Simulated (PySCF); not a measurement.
SZn, SMILES [S]=[Zn]. Atoms are numbered in the order given.

```xyz
2

Zn     0.0000     0.0000    -0.7152
S      0.0000     0.0000     1.3410
```
Charge 0, spin multiplicity 1.

Geometry: PBE0-D3(BJ)/def2-TZVP.

Calculation: M06-2X/def2-TZVPD (PySCF).

Task: Estimate the frontier levels, gap, dipole moment and polarisability. (The exact figures need the calculation; the answer reports its results.)

Result: 
The highest occupied level is -7.59 eV, the lowest empty level is -3.63 eV and the orbital gap is 3.96 eV. The dipole moment is 5.79 D and the quadrupole, principal values (traceless, Buckingham form, about the centre of nuclear charge) is -2.02, -2.02, 4.04 D·Å. The mean static polarisability comes out as 58.6 bohr³ (8.69 Å³). The polarisability, principal values is 47.8, 47.8, 80.4 bohr³.
